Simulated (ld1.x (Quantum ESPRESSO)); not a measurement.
# Pseudopotential generation for Tm: PAW, PBEsol, scalar-relativistic.

ld1.x (Quantum ESPRESSO) 7.5 was run on this input:

```
&input
   title='Tm', zed=69., rel=1, dft='PBESOL', iswitch=3,
   config='[Xe] 4f13 5d0 6s0 6p0',
   nld=4, rlderiv=3.55, eminld=-5.0, emaxld=5.0, deld=0.02
 /
 &inputp
   pseudotype=3, lpaw=.true., tm=.true., lloc=-1, rcloc=2.80,
   nlcc=.true., new_core_ps=.true., rcore=0.55,
   which_augfun='BG', rmatch_augfun=0.75,
   file_pseudopw='Tm.UPF', file_wfcaegen='ae.wfc', file_wfcncgen='nc.wfc', file_beta='beta', file_chi='chi', file_wfcusgen='us.wfc'
 /
8
6S  1  0   0.00   0.00  2.40  3.05  0.0
6S  1  0   0.00  -0.75  2.40  3.05  0.0
5P  2  1   6.00   0.00  2.05  2.40  0.0
6P  3  1   0.00   0.00  2.05  2.40  0.0
5D  3  2   0.00   0.00  2.70  3.25  0.0
5D  3  2   0.00   0.90  2.70  3.25  0.0
4F  4  3  13.00   0.00  0.80  0.95  0.0
4F  4  3   0.00  -0.90  0.80  0.95  0.0
 &test
   configts(1)='4f13 5p6 5d0 6s0 6p0'
 /
```

Command:

```bash
ld1.x < Tm.in > Tm.out
```

The program printed (shortened: banner, matrices, multipoles, cross overlaps and the repeated all-electron block are left out):

```
Program LD1 v.7.5
     --------------------------- All-electron run ----------------------------

     Tm
     scalar relativistic calculation

     atomic number is 69.00
     dft =PBESOL   lsd =0 sic =0 latt =0  beta=0.20 tr2=1.0E-14
     Exchange-correlation= PBESOL
                           (   1   4  10   8   0   0   0)
     mesh =1269 r(mesh) = 101.07810 a.u. xmin = -7.00 dx = 0.01250
     1 Ry =  13.60569312 eV, c = 137.03599908

     n l     nl                  e(Ry)          e(Ha)          e(eV)
     1 0     1S 1( 2.00)     -4357.2317     -2178.6158    -59283.1571
     2 0     2S 1( 2.00)      -736.0329      -368.0165    -10014.2384
     2 1     2P 1( 6.00)      -650.0300      -325.0150     -8844.1091
     3 0     3S 1( 2.00)      -166.2179       -83.1090     -2261.5104
     3 1     3P 1( 6.00)      -140.1809       -70.0905     -1907.2586
     4 0     4S 1( 2.00)       -33.5709       -16.7855      -456.7558
     4 1     4P 1( 6.00)       -25.0165       -12.5083      -340.3669
     3 2     3D 1(10.00)      -108.0368       -54.0184     -1469.9161
     5 0     5S 1( 2.00)        -5.0017        -2.5009       -68.0520
     5 1     5P 1( 6.00)        -3.0499        -1.5250       -41.4964
     4 2     4D 1(10.00)       -13.6628        -6.8314      -185.8923
     4 3     4F 1(13.00)        -1.2923        -0.6461       -17.5820
     5 2     5D 1( 0.00)        -0.9817        -0.4909       -13.3573
     6 0     6S 1( 0.00)        -1.0934        -0.5467       -14.8760
     6 1     6P 1( 0.00)        -0.7503        -0.3752       -10.2085

     final scf error:  4.3E-15 reached in  45 iterations

     Etot =  -27125.030639 Ry,  -13562.515320 Ha, -369054.842832 eV

     Ekin =   29484.948331 Ry,   14742.474165 Ha,  401163.158732 eV
     Encl =  -66612.008808 Ry,  -33306.004404 Ha, -906302.550145 eV
     Eh   =   10563.153535 Ry,    5281.576767 Ha,  143719.025403 eV
     Exc  =    -561.123697 Ry,    -280.561848 Ha,   -7634.476823 eV

     normalization and overlap integrals

     s(1S/1S) =  1.000000  <r> =   0.0200  <r2> =    0.0005  r(max) =   0.0126
     s(2S/2S) =  1.000000  <r> =   0.0849  <r2> =    0.0085  r(max) =   0.0718
     s(2P/2P) =  1.000000  <r> =   0.0754  <r2> =    0.0069  r(max) =   0.0588
     s(3S/3S) =  1.000000  <r> =   0.2210  <r2> =    0.0558  r(max) =   0.2026
     s(3P/3P) =  1.000000  <r> =   0.2204  <r2> =    0.0563  r(max) =   0.2001
     s(4S/4S) =  1.000000  <r> =   0.4980  <r2> =    0.2800  r(max) =   0.4623
     s(4P/4P) =  1.000000  <r> =   0.5287  <r2> =    0.3181  r(max) =   0.4860
     s(3D/3D) =  1.000000  <r> =   0.1999  <r2> =    0.0469  r(max) =   0.1638
     s(5S/5S) =  1.000000  <r> =   1.2291  <r2> =    1.7024  r(max) =   1.0952
     s(5P/5P) =  1.000000  <r> =   1.4615  <r2> =    2.4313  r(max) =   1.2566
     s(4D/4D) =  1.000000  <r> =   0.5719  <r2> =    0.3800  r(max) =   0.4983
     s(4F/4F) =  1.000000  <r> =   0.7990  <r2> =    0.8726  r(max) =   0.4983
     s(5D/5D) =  1.000000  <r> =   2.4163  <r2> =    6.8976  r(max) =   1.8746
     s(6S/6S) =  1.000000  <r> =   3.2688  <r2> =   11.9651  r(max) =   2.9034
     s(6P/6P) =  1.000000  <r> =   4.0935  <r2> =   18.7918  r(max) =   3.6818

     ------------------------ End of All-electron run ------------------------

     --------------------- Generating PAW atomic setup --------------------

      Generating local potential from pseudized AE potential:
      Matching radius rcloc =   2.8000

      Local pseudo, rcloc= 2.832 Estimated cut-off energy=     2.85 Ry

      Computing core charge for nlcc:

       r > 0.55 : true rho core
      Core charge pseudized with two Bessel functions
      Integrated core pseudo-charge :  26.30
      Wfc-us  6S rcutus= 3.052  Estimated cut-off energy=     4.87 Ry
      Wfc-us  6S rcutus= 3.052  Estimated cut-off energy=     5.40 Ry
      Wfc-us  5P rcutus= 2.377  Estimated cut-off energy=    15.16 Ry
      Wfc-us  6P rcutus= 2.377  Estimated cut-off energy=    28.44 Ry
      Wfc-us  5D rcutus= 3.290  Estimated cut-off energy=    10.85 Ry
      Wfc-us  5D rcutus= 3.290  Estimated cut-off energy=    10.01 Ry
      Wfc-us  4F rcutus= 0.943  Estimated cut-off energy=   176.87 Ry
      Wfc-us  4F rcutus= 0.943  Estimated cut-off energy=   179.27 Ry

     Required augmentation: BG   radius:    0.750000
     Message from routine us2paw:
     WARNING: using Bloechl style augmentation functions is not a good idea, as analytical overlap are not implemented in pwscf: use BESSEL or GAUSS instead.
     Message from routine us2paw:
     WARNING: using Bloechl style augmentation functions is not a good idea, as analytical overlap are not implemented in pwscf: use BESSEL or GAUSS instead.
     Message from routine us2paw:
     WARNING: using Bloechl style augmentation functions is not a good idea, as analytical overlap are not implemented in pwscf: use BESSEL or GAUSS instead.
     Message from routine us2paw:
     WARNING: using Bloechl style augmentation functions is not a good idea, as analytical overlap are not implemented in pwscf: use BESSEL or GAUSS instead.
     [... 1 repeated lines left out ...]
     WARNING: using Bloechl style augmentation functions is not a good idea, as analytical overlap are not implemented in pwscf: use BESSEL or GAUSS instead.
     [... 1 repeated lines left out ...]
     WARNING: using Bloechl style augmentation functions is not a good idea, as analytical overlap are not implemented in pwscf: use BESSEL or GAUSS instead.
     [... 1 repeated lines left out ...]
     WARNING: using Bloechl style augmentation functions is not a good idea, as analytical overlap are not implemented in pwscf: use BESSEL or GAUSS instead.
     [... 1 repeated lines left out ...]
     WARNING: using Bloechl style augmentation functions is not a good idea, as analytical overlap are not implemented in pwscf: use BESSEL or GAUSS instead.
     [... 1 repeated lines left out ...]
     WARNING: using Bloechl style augmentation functions is not a good idea, as analytical overlap are not implemented in pwscf: use BESSEL or GAUSS instead.
     [... 1 repeated lines left out ...]
     WARNING: using Bloechl style augmentation functions is not a good idea, as analytical overlap are not implemented in pwscf: use BESSEL or GAUSS instead.
     [... 1 repeated lines left out ...]
     WARNING: using Bloechl style augmentation functions is not a good idea, as analytical overlap are not implemented in pwscf: use BESSEL or GAUSS instead.
     [... 1 repeated lines left out ...]
     WARNING: using Bloechl style augmentation functions is not a good idea, as analytical overlap are not implemented in pwscf: use BESSEL or GAUSS instead.
     [... 1 repeated lines left out ...]
     WARNING: using Bloechl style augmentation functions is not a good idea, as analytical overlap are not implemented in pwscf: use BESSEL or GAUSS instead.
     [... 1 repeated lines left out ...]
     WARNING: using Bloechl style augmentation functions is not a good idea, as analytical overlap are not implemented in pwscf: use BESSEL or GAUSS instead.
     [... 1 repeated lines left out ...]
     WARNING: using Bloechl style augmentation functions is not a good idea, as analytical overlap are not implemented in pwscf: use BESSEL or GAUSS instead.
     [... 1 repeated lines left out ...]
     WARNING: using Bloechl style augmentation functions is not a good idea, as analytical overlap are not implemented in pwscf: use BESSEL or GAUSS instead.
     [... 1 repeated lines left out ...]
     WARNING: using Bloechl style augmentation functions is not a good idea, as analytical overlap are not implemented in pwscf: use BESSEL or GAUSS instead.
     [... 1 repeated lines left out ...]
     WARNING: using Bloechl style augmentation functions is not a good idea, as analytical overlap are not implemented in pwscf: use BESSEL or GAUSS instead.
     [... 1 repeated lines left out ...]
     WARNING: using Bloechl style augmentation functions is not a good idea, as analytical overlap are not implemented in pwscf: use BESSEL or GAUSS instead.
     [... 1 repeated lines left out ...]
     WARNING: using Bloechl style augmentation functions is not a good idea, as analytical overlap are not implemented in pwscf: use BESSEL or GAUSS instead.
     [... 1 repeated lines left out ...]
     WARNING: using Bloechl style augmentation functions is not a good idea, as analytical overlap are not implemented in pwscf: use BESSEL or GAUSS instead.
     [... 1 repeated lines left out ...]
     WARNING: using Bloechl style augmentation functions is not a good idea, as analytical overlap are not implemented in pwscf: use BESSEL or GAUSS instead.
     [... 1 repeated lines left out ...]
     WARNING: using Bloechl style augmentation functions is not a good idea, as analytical overlap are not implemented in pwscf: use BESSEL or GAUSS instead.
     [... 1 repeated lines left out ...]
     WARNING: using Bloechl style augmentation functions is not a good idea, as analytical overlap are not implemented in pwscf: use BESSEL or GAUSS instead.
     [... 1 repeated lines left out ...]
     WARNING: using Bloechl style augmentation functions is not a good idea, as analytical overlap are not implemented in pwscf: use BESSEL or GAUSS instead.
     [... 1 repeated lines left out ...]
     WARNING: using Bloechl style augmentation functions is not a good idea, as analytical overlap are not implemented in pwscf: use BESSEL or GAUSS instead.
     [... 1 repeated lines left out ...]
     WARNING: using Bloechl style augmentation functions is not a good idea, as analytical overlap are not implemented in pwscf: use BESSEL or GAUSS instead.
     [... 1 repeated lines left out ...]
     WARNING: using Bloechl style augmentation functions is not a good idea, as analytical overlap are not implemented in pwscf: use BESSEL or GAUSS instead.
     [... 1 repeated lines left out ...]
     WARNING: using Bloechl style augmentation functions is not a good idea, as analytical overlap are not implemented in pwscf: use BESSEL or GAUSS instead.
     Gaussians generated with zeta:    58.777778

     Estimated PAW energy = -868.652583 Ryd

     ------------------- End of pseudopotential generation -------------------

     Computing logarithmic derivative in   3.56856
     Computing logarithmic derivative in   3.56856
     Computing the partial wave expansion
     R is outside the sphere for l=    0 j= 0.00
     R is outside the sphere for l=    0 j= 0.00
     R is outside the sphere for l=    1 j= 0.00
     R is outside the sphere for l=    1 j= 0.00
     R is outside the sphere for l=    2 j= 0.00
     R is outside the sphere for l=    2 j= 0.00
     R is outside the sphere for l=    3 j= 0.00
     R is outside the sphere for l=    3 j= 0.00

     ---------------------- Testing the pseudopotential ----------------------

     Tm
     scalar relativistic calculation

     atomic number is 69.00   valence charge is 21.00
     dft = SLA  PW   PSX  PSC   lsd =0 sic =0 latt =0  beta=0.20 tr2=1.0E-14
     mesh =1269 r(mesh) = 101.07810 xmin = -7.00 dx = 0.01250

     n l     nl             e AE (Ry)        e PS (Ry)    De AE-PS (Ry)
     4 3     4F   1(13.00)       -1.29225       -1.29226        0.00001
     2 1     5P   1( 6.00)       -3.04993       -3.04994        0.00001
     3 2     5D   1( 0.00)       -0.98175       -0.98176        0.00001
     1 0     6S   1( 0.00)       -1.09336       -1.09338        0.00001
     3 1     6P   1( 0.00)       -0.75031       -0.75037        0.00006

     eps = 3.5E-15  iter = 10

     Etot =  -27125.030639 Ry,  -13562.515320 Ha, -369054.842832 eV
     Etotps =  -868.652583 Ry,    -434.326292 Ha,  -11818.620480 eV

     Ekin =     752.032367 Ry,     376.016183 Ha,   10231.921603 eV
     Encl =   -1397.850423 Ry,    -698.925212 Ha,  -19018.723893 eV
     Ehrt =     338.289148 Ry,     169.144574 Ha,    4602.658330 eV
     Ecxc =    -561.123675 Ry,    -280.561837 Ha,   -7634.476520 eV
     (Ecc =     -96.999840 Ry,     -48.499920 Ha,   -1319.750053 eV)

     ---------------------- End of pseudopotential test ----------------------
```

Generation and configuration tests took about 2.6 s on one core of a shared server CPU.
